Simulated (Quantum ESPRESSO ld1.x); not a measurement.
Radial electron density D(r) = 4 pi r^2 rho(r) of an atom or ion with 40 electrons. Calculated with ld1.x of Quantum ESPRESSO 7.5: Dirac Kohn-Sham, relativistic LDA (MacDonald-Vosko exchange, VWN5 correlation), spin-unpolarised, spherical densities, point nucleus.

| r (bohr) | D(r) (e/bohr) |
|---|---|
| 0.0008653 | 2.169 |
| 0.0009756 | 2.661 |
| 0.001109 | 3.304 |
| 0.00125 | 4.040 |
| 0.001421 | 4.995 |
| 0.001602 | 6.079 |
| 0.001821 | 7.474 |
| 0.002053 | 9.042 |
| 0.002333 | 11.04 |
| 0.002631 | 13.25 |
| 0.00299 | 16.03 |
| 0.003371 | 19.07 |
| 0.003832 | 22.80 |
| 0.00432 | 26.78 |
| 0.00491 | 31.54 |
| 0.005536 | 36.47 |
| 0.006292 | 42.16 |
| 0.007094 | 47.78 |
| 0.008063 | 53.93 |
| 0.009091 | 59.61 |
| 0.01033 | 65.30 |
| 0.01165 | 69.98 |
| 0.01324 | 73.94 |
| 0.01493 | 76.40 |
| 0.01697 | 77.49 |
| 0.01913 | 77.05 |
| 0.02174 | 75.24 |
| 0.02452 | 72.75 |
| 0.02786 | 70.05 |
| 0.03142 | 68.37 |
| 0.03571 | 68.46 |
| 0.04026 | 70.94 |
| 0.04576 | 76.27 |
| 0.05159 | 83.14 |
| 0.05863 | 90.93 |
| 0.06611 | 96.76 |
| 0.07514 | 99.36 |
| 0.08472 | 97.33 |
| 0.09628 | 90.80 |
| 0.1086 | 82.56 |
| 0.1234 | 74.90 |
| 0.1391 | 71.64 |
| 0.1581 | 73.61 |
| 0.1783 | 78.97 |
| 0.2026 | 84.15 |
| 0.2284 | 84.10 |
| 0.2596 | 76.19 |
| 0.2927 | 62.62 |
| 0.3327 | 46.28 |
| 0.3751 | 34.23 |
| 0.4264 | 27.87 |
| 0.4807 | 27.09 |
| 0.5464 | 27.95 |
| 0.616 | 26.85 |
| 0.7002 | 22.24 |
| 0.7894 | 15.84 |
| 0.8972 | 9.142 |
| 1.012 | 4.522 |
| 1.15 | 1.719 |
| 1.296 | 0.5577 |
| 1.473 | 0.1299 |
| 1.661 | 0.02547 |
| 1.888 | 0.003278 |
| 2.129 | 0.0003459 |

What is the nuclear charge?

Answer. Z = 58. The innermost maximum, from 1s, lies near gamma/Z bohr with gamma = sqrt(1 - (Z/c)^2) = 0.906, here 0.0156 bohr (found: 0.0174), and its height grows with Z. The density is that of the cerium ion Ce18+ in [Kr] 4d4; the configuration itself is not fixed sharply by these data, and Z only to a few units. D(r) has 4 maxima, at r = 0.0174, 0.0757, 0.216, 0.555 bohr, and minima at 0.0335, 0.141, 0.462 bohr, inside which lie 2.02, 11.13, 29.26 electrons.
